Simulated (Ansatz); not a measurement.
The same redistribution along the group B, Al, Ga.

Program: Ansatz. Geometries: PBE0-D4/def2-TZVP. ΔE: electronic, gas phase. CCSD(T)/CBS adds triple-zeta CCSD(T) − MP2 to the extrapolated MP2 energy (def2 sets, frozen cores). Functionals use def2-TZVPP. def2 core potentials past Kr. For Br, Ga, Mo outer-core shells are correlated without core-valence functions, which leaves a few kJ/mol of doubt a bond. Scalar relativity is left out up to krypton. One conformer a species, not always the lowest.

```json
{"reaction": "`NB(Cl)Br` + `[O]=[Mo](=[O])([F])[Cl]` → `FB(Cl)Br` + `[NH2][Mo](=[O])(=[O])[Cl]`", "HF/CBS(def2) (kcal/mol)": "7.8", "revPBE-D4 (kcal/mol)": "9.3", "CCSD(T)/CBS(def2) (kcal/mol)": "7.5"}
{"reaction": "`[NH2][Al]([Cl])[Br]` + `[O]=[Mo](=[O])([F])[Cl]` → `[F][Al]([Cl])[Br]` + `[NH2][Mo](=[O])(=[O])[Cl]`", "HF/CBS(def2) (kcal/mol)": "-9.7", "revPBE-D4 (kcal/mol)": "-8.1", "CCSD(T)/CBS(def2) (kcal/mol)": "-10.9"}
{"reaction": "`[NH2][Ga]([Cl])[Br]` + `[O]=[Mo](=[O])([F])[Cl]` → `[F][Ga]([Cl])[Br]` + `[NH2][Mo](=[O])(=[O])[Cl]`", "HF/CBS(def2) (kcal/mol)": "1.0", "revPBE-D4 (kcal/mol)": "2.1", "CCSD(T)/CBS(def2) (kcal/mol)": "2.5"}
```

Largest T1 diagnostic: 0.024, for `[O]=[Mo](=[O])([F])[Cl]`.
